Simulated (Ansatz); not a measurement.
`N[Si@@H]1C[Si@H]1[SiH3]` → C• + 9 H• + N• + 3 Si•  (atomization)

Gas-phase electronic energies from Ansatz, PBE0-D4/def2-TZVP geometries. CCSD(T)/CBS is the MP2 limit (def2-TZVPP, def2-QZVPP) plus CCSD(T) − MP2 in def2-TZVPP, frozen cores. This one scheme is used for every species, atoms too. Functionals use def2-TZVPP. B3LYP here is the variant with VWN-RPA as its local correlation; programs differ in this. HSE06 is defined as in plane-wave codes. Open shells (•) are unrestricted, without spin–orbit coupling. Spin–orbit coupling would lower the free atoms: a little for C, Si. Each species was taken in one conformer, which may not be the lowest.

`N[Si@@H]1C[Si@H]1[SiH3]`:

```xyz
14

N     0.642    2.158   -1.923
Si    0.810    0.951   -0.714
C     0.198   -0.758   -1.133
Si   -0.845   -0.145    0.379
Si   -0.532   -1.326    2.353
H    -0.119    2.077   -2.580
H     0.785    3.124   -1.670
H     2.142    1.057   -0.074
H    -0.370   -0.882   -2.054
H     0.873   -1.598   -0.978
H    -2.264    0.101    0.003
H     0.930   -1.541    2.533
H    -1.200   -2.658    2.337
H    -1.046   -0.560    3.521
```

| level | ΔE (kJ/mol) | difference from CCSD(T)/CBS |
| --- | --- | --- |
| LDA (SPW92) | 5135.8 | 566.1 |
| revPBE-D4 | 4511.2 | -58.5 |
| BLYP-D4 | 4532.9 | -36.8 |
| r2SCAN-D4 | 4574.2 | 4.5 |
| B97M-V | 4603.9 | 34.2 |
| PBE0-D4 | 4553.5 | -16.2 |
| B3LYP-D4 | 4567.7 | -2.0 |
| r2SCANh-D4 | 4554.6 | -15.1 |
| r2SCAN0-D4 | 4527.2 | -42.5 |
| HSE06-D4 | 4556.0 | -13.7 |
| BHLYP-D4 | 4482.4 | -87.3 |
| CAM-B3LYP-D4 | 4577.9 | 8.2 |
| ωB97X-V | 4606.9 | 37.2 |
| ωB97M-V | 4577.0 | 7.3 |
| B2PLYP | 4498.9 | -70.8 |
| PBE-QIDH | 4521.2 | -48.5 |
| PBE | 4561.4 | -8.3 |
| revPBE | 4419.5 | -150.2 |
| BLYP | 4460.0 | -109.7 |
| r2SCAN | 4565.6 | -4.1 |
| PBE0 | 4524.2 | -45.5 |
| B3LYP | 4512.5 | -57.2 |
| r2SCANh | 4545.4 | -24.3 |
| r2SCAN0 | 4517.0 | -52.7 |
| HSE06 | 4528.4 | -41.3 |
| CAM-B3LYP | 4547.6 | -22.1 |
| LC-ωPBE | 4529.9 | -39.8 |
| HF/def2-SVP | 3287.5 | -1282.2 |
| MP2/def2-SVP | 4223.5 | -346.2 |
| CCSD/def2-SVP | 4184.0 | -385.7 |
| HF/def2-TZVPP | 3320.8 | -1248.9 |
| MP2/def2-TZVPP | 4442.6 | -127.1 |
| SCS-MP2/def2-TZVPP | 4470.8 | -98.9 |
| CCSD/def2-TZVPP | 4377.6 | -192.1 |
| CCSD(T)/def2-TZVPP | 4437.3 | -132.4 |
| HF/def2-QZVPP | 3329.5 | -1240.2 |
| SCS-MP2/def2-QZVPP | 4561.0 | -8.7 |
| HF/CBS(def2) | 3330.8 | -1238.9 |
| MP2/CBS(def2) | 4574.9 | 5.2 |
| CCSD/CBS(def2) | 4510.0 | -59.7 |
| CCSD(T)/CBS | 4569.7 | 0 |

Largest T1 diagnostic among the species: 0.013.

From BLYP to BHLYP (50 % exact exchange), in def2-TZVPP and without D4, ΔE moves by −23.4 kJ/mol: exact exchange takes away binding that semilocal exchange gives to molecules. Leaving LDA and LC-ωPBE aside and taking each functional with its dispersion term where it has one, the values spread over 124.5 kJ/mol, from BHLYP-D4 to ωB97X-V. LDA lies +574.5 kJ/mol from PBE without D4, its usual overbinding.

For atomizations the MP2-based limit and the directly extrapolated one differ by several kJ/mol either way, and by 10 to 25 for some Ge, Se and Sn compounds, so smaller differences from it don't rank the levels.
